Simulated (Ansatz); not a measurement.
C2H7OSi, SMILES C[Si](C)O, multiplicity 2.

Geometry: PBE-D3(BJ)/def2-SVP. The isomer is the one that the SMILES or the coordinates give; other isomers of the formula were not compared. The values are those of a single conformer.

Two levels are set side by side: PBE/def2-TZVPD (Ansatz, a program for electronic structure) and CAM-B3LYP/def2-TZVPD (Ansatz). Energy differences of separate SCF runs at the same geometry; the states with an electron removed or added have multiplicity 1 and 1. Differences are taken from unrounded values.

```json
[
 {"quantity": "vertical ionisation energy (eV)", "CAM-B3LYP": "7.60", "PBE": "7.35", "PBE minus CAM-B3LYP": "-0.25"},
 {"quantity": "vertical electron affinity (eV)", "CAM-B3LYP": "0.32", "PBE": "0.36", "PBE minus CAM-B3LYP": "0.05"}
]
```
